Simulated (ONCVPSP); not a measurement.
## cobalt: excitation energies, all-electron against ONCV

```
Element                 : Co
Generator               : ONCVPSP 4.0.1
Type                    : optimised norm-conserving Vanderbilt (ONCV)
Functional              : PBEsol
Relativity              : scalar-relativistic
Frozen core             : [Ne]
Valence charge          : 17
Reference configuration : 3s2 3p6 3d8 4s1
Partial waves           : 3s+4s: rc 1.05 bohr, ncon 3, nbas 7, qcut 10.6 1/bohr, 2 projectors; 3p: rc 1.20 bohr, ncon 3, nbas 7, qcut 9.9 1/bohr, 2 projectors, debl 1.1 Ha; 3d: rc 1.75 bohr, ncon 4, nbas 9, qcut 7.5 1/bohr, 1 projector
Local potential         : polynomial inside 0.75 bohr (lpopt 3, dvloc0 1 Ha)
Core correction         : Teter function, fcfact 1.75, rcfact 1.75
```

In the p channel the program set the typed energies aside and used -2.236, 0.250 Ha.

Energies are relative to the spin-unpolarised reference configuration 3s2 3p6 3d8 4s1; without spin polarisation the order of configurations can differ from experiment.

```
valence configuration  charge  ΔE all-electron (eV)  error AE − PS (meV)
      3s2 3p6 3d7 4s2       0                 1.215                  +53
      3s2 3p6 3d7 4s1      +1                10.261                  +18
```

Question: What are ΔE and the potential's error for 3s2 3p6 3d7 4s0?

Answer: ΔE = 26.959 eV all-electron; the error (AE − PS) is -23 meV.

Question: What are ΔE and the potential's error for 3s2 3p6 3d7.5 4s1.5?

Answer: ΔE = 0.250 eV all-electron; the error (AE − PS) is +9.8 meV.

Levels in the configuration 3s2 3p6 3d7 4s2:

```
level  all-electron (eV)  pseudo (eV)
   3s           -102.138     -102.137
   3p            -65.511      -65.536
   3d             -8.230       -8.119
   4s             -5.489       -5.518
```
